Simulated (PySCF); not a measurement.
Excitation energy of Rh by level of theory

Rh [Kr] 4d8 5s1 (4F) → Rh [Kr] 4d7 5s2 (4F), as a difference of total energies. Calculation: PySCF 2.14, in aug-cc-pVTZ-DK; the spin-free X2C one-electron Hamiltonian (Gaussian nucleus). Correlated levels: valence: [Kr] frozen. The calculations carry no spin-orbit coupling.

| method | excitation energy (eV) |
| --- | --- |
| UHF | 1.298 |
| LDA | 1.959 |
| PBE | 1.976 |
| PBE0 | 1.915 |
| r2SCAN | 1.951 |
| wB97X | 1.499 |
| r2SCANh | 1.914 |
| B3LYP | 1.763 |
| MP2 (valence) | 1.757 |
| SCS-MP2 (valence) | 1.681 |

Task: How much does correlation contribute at MP2 (valence)?

Result: 1.757 − (1.298) = 0.459 eV, measured against UHF.

A first-order spin-orbit estimate (lowest level to lowest level, LS coupling) adds -0.021 eV.
